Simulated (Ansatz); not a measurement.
Adding an electron: [Sm(H2O)6]3+ (SmO6H12³⁺). Total charge 3; sextet. Geometry: PBE-D4/def2-SVP. Ansatz, gas phase; energy differences of separate SCF runs; the reduced species was run as a septet alone.

```xyz
19

Sm   -0.0051    0.0027    0.0016
O    -1.1660    2.0596   -0.4490
H    -1.1721    2.8848    0.0918
H    -1.7509    2.2730   -1.2144
O     1.1607   -2.0522    0.4465
H     1.7437   -2.2668    1.2129
H     1.1630   -2.8776   -0.0935
O    -1.9232   -0.8348    1.1751
H    -2.7746   -0.3703    1.3543
H    -2.0163   -1.6959    1.6464
O     1.9171    0.8336   -1.1703
H     2.0144    1.6940   -1.6422
H     2.7653    0.3639   -1.3506
O     0.8579    0.9346    2.0645
H     1.6994    1.4336    2.1988
H     0.4613    0.8989    2.9679
O    -0.8503   -0.9319   -2.0675
H    -0.4410   -0.9050   -2.9656
H    -1.6832   -1.4442   -2.2068
```

In the def2 sets Sm takes a core potential; there is no spin–orbit coupling. With an open 4f shell the SCF may have ended on a state above the lowest. HOMO above LUMO, or a gap near zero within one spin, warns that the state may not be the lowest or that an electron is smeared out. No other spin state of charge 3 was run.

```json
{"level": "PBE-D4/def2-TZVP", "−HOMO (eV)": "20.26", "−LUMO (eV)": "19.72", "vertical EA (eV)": "14.42", "HOMO–LUMO gap (eV)": "0.53", "remarks": "gap within one spin near zero (+2 septet)"}
{"level": "PBE0-D4/def2-TZVP", "−HOMO (eV)": "22.53", "−LUMO (eV)": "17.53", "vertical EA (eV)": "14.18", "HOMO–LUMO gap (eV)": "5.00", "remarks": "–"}
{"level": "BHLYP-D4/def2-TZVP", "−HOMO (eV)": "24.35", "−LUMO (eV)": "13.77", "vertical EA (eV)": "13.35", "HOMO–LUMO gap (eV)": "10.57", "remarks": "–"}
```

  HOMO and LUMO are the levels of the spin that leaves or enters (xTB has no such levels and no spin-polarisation term). Other spin states of the ions may lie lower, which would lower the ionisation energy or raise the affinity.
